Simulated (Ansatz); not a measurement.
Ansatz (an electronic-structure program) input (SVWN5/def2-TZVP):

Ansatz 0.2 input:
```yaml
crystal:
  periodic: [false, false, false]
  atoms:
    - {symbol: Na, position_ang: [-0.00000000, -0.00000000, -0.86720303]}
    - {symbol: F, position_ang: [0.00000000, 0.00000000, 1.05991481]}
basis:
  gaussian:
    orbitals: def2-TZVP
hamiltonian:
  xc: {name: SVWN5}
relax: {f_tol: 0.003, max_steps: 100}
```

End of the output:

```
relax step   1: F+E_penalty+E_count = -7095.15897785 eV  Δ(F+E_penalty+E_count) = +0.000e0 eV  max|allowed force component| = 2.660e-1 eV/Å  Δτ_max = 0.0000 Å  (24 SCF iters, accepted)
these checks for a lower state are left out or cut short: starts, cluster_reference, orbital_swaps, neighbouring_geometries, increment
integrals: 0.01 GiB planned
433 factors; their error is unknown
mean field: 0.10 GiB planned
mean field evaluation 16: about -7095.1657 eV, gradient 2.2e-1 eV
mean field -7095.16108216 eV, -260.7423604964 hartree, gradient 1.1e-5 eV, S^2 0.000000; 0 other end points of the search recorded, 0 dependent functions left out
the calculation of the forces begins
reference -7095.16114498 eV, -260.7423628049 hartree; 10, 10 occupied and 53, 53 virtual orbitals, 433 factors
relax step   2: F+E_penalty+E_count = -7095.16108216 eV  Δ(F+E_penalty+E_count) = -2.104e-3 eV  max|allowed force component| = 1.632e-1 eV/Å  Δτ_max = 0.0049 Å  (24 SCF iters, accepted)
these checks for a lower state are left out or cut short: starts, cluster_reference, orbital_swaps, neighbouring_geometries, increment
integrals: 0.01 GiB planned
433 factors; their error is unknown
mean field: 0.10 GiB planned
mean field -7095.16228705 eV, -260.7424047753 hartree, gradient 1.2e-5 eV, S^2 0.000000; 0 other end points of the search recorded, 0 dependent functions left out
the calculation of the forces begins
reference -7095.16235004 eV, -260.7424070904 hartree; 10, 10 occupied and 53, 53 virtual orbitals, 433 factors
relax step   3: F+E_penalty+E_count = -7095.16228705 eV  Δ(F+E_penalty+E_count) = -1.205e-3 eV  max|allowed force component| = 7.204e-3 eV/Å  Δτ_max = 0.0076 Å  (23 SCF iters, accepted)
these checks for a lower state are left out or cut short: starts, cluster_reference, orbital_swaps, neighbouring_geometries, increment
integrals: 0.01 GiB planned
433 factors; their error is unknown
mean field: 0.10 GiB planned
mean field evaluation 32: about -7095.1623 eV, gradient 2.2e-5 eV
mean field -7095.16228624 eV, -260.7424047456 hartree, gradient 2.2e-5 eV, S^2 0.000000; 0 other end points of the search recorded, 0 dependent functions left out
the calculation of the forces begins
reference -7095.16234922 eV, -260.7424070601 hartree; 10, 10 occupied and 53, 53 virtual orbitals, 433 factors
relax step   4: F+E_penalty+E_count = -7095.16228624 eV  Δ(F+E_penalty+E_count) = +8.085e-7 eV  max|allowed force component| = 8.383e-3 eV/Å  Δτ_max = 0.0007 Å  (17 SCF iters, rejected (line search))
these checks for a lower state are left out or cut short: starts, cluster_reference, orbital_swaps, neighbouring_geometries, increment
integrals: 0.01 GiB planned
433 factors; their error is unknown
mean field: 0.10 GiB planned
mean field -7095.16228928 eV, -260.7424048573 hartree, gradient 9.0e-6 eV, S^2 0.000000; 0 other end points of the search recorded, 0 dependent functions left out
the calculation of the forces begins
reference -7095.16235227 eV, -260.7424071721 hartree; 10, 10 occupied and 53, 53 virtual orbitals, 433 factors
relax step   5: F+E_penalty+E_count = -7095.16228928 eV  Δ(F+E_penalty+E_count) = -2.231e-6 eV  max|allowed force component| = 2.664e-5 eV/Å  Δτ_max = 0.0003 Å  (17 SCF iters, accepted)
integrals: 0.01 GiB planned
433 factors; their error is unknown
mean field: 0.10 GiB planned
mean field -7095.16228928 eV, -260.7424048573 hartree, gradient 9.0e-6 eV, S^2 0.000000; 1 other end points of the search recorded, 0 dependent functions left out
the calculation of the forces begins
reference -7095.16235227 eV, -260.7424071721 hartree; 10, 10 occupied and 53, 53 virtual orbitals, 433 factors
Total energy: -7095.16235227 eV, -260.7424071721 hartree
Atom 0 at     0.000000    -0.000000    -0.855005 Å, force    -0.000000     0.000000    -0.000027 eV/Å
Atom 1 at    -0.000000     0.000000     1.047717 Å, force     0.000000    -0.000000     0.000027 eV/Å
Dipole moment:     0.000000    -0.000000    -1.569269 e Å
```
